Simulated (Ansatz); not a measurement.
`[F][GeH]([F])[GeH3]` → `[F][GeH][F]`• + `[GeH3]`•  (homolysis of the Ge–Ge bond)

Gas-phase electronic energies from Ansatz, PBE0-D4/def2-TZVP geometries. CCSD(T)/CBS adds triple-zeta CCSD(T) − MP2 to the extrapolated MP2 energy (def2 sets, frozen cores). DFT in def2-TZVPP. No spin–orbit coupling; open shells (•) take unrestricted orbitals. For Ge outer-core shells are correlated without core-valence functions, which leaves a few kJ/mol of doubt a bond. Scalar relativity is left out up to krypton.

| level | ΔE (kJ/mol) |
| --- | --- |
| r2SCAN0-D4 | 288.8 |
| CAM-B3LYP-D4 | 294.3 |

Q: What does CCSD(T)/CBS give? (An estimate is asked.)

A: Ansatz gave: +320.7 kJ/mol. The listed levels differ from it by -31.9, -26.4 kJ/mol.

Q: What do rigid-rotor, harmonic-oscillator terms from PBE0-D4/def2-TZVP frequencies (298.15 K, 1 bar) make of the CCSD(T)/CBS value? (Best estimate.)

A: The calculation gave: ΔZPE = -12.8 kJ/mol, ΔH = +309.9 kJ/mol, ΔS = 155 J/(mol·K), ΔG = +263.8 kJ/mol. Open shells count their whole term as degenerate.

Largest T1 diagnostic among the species: 0.015.

Leaving LDA and LC-ωPBE aside and taking each functional with its dispersion term where it has one, the values, not all of them listed here, spread over 33.8 kJ/mol, from BLYP-D4 to ωB97X-V. LDA lies +47.6 kJ/mol from PBE without D4, its usual overbinding. At CCSD(T), def2-SVP lies −28.7 kJ/mol from the extrapolated value and def2-TZVPP −12.9 kJ/mol: correlation converges slowly with the basis, and small sets miss more of it in the bonded molecule than in its fragments.
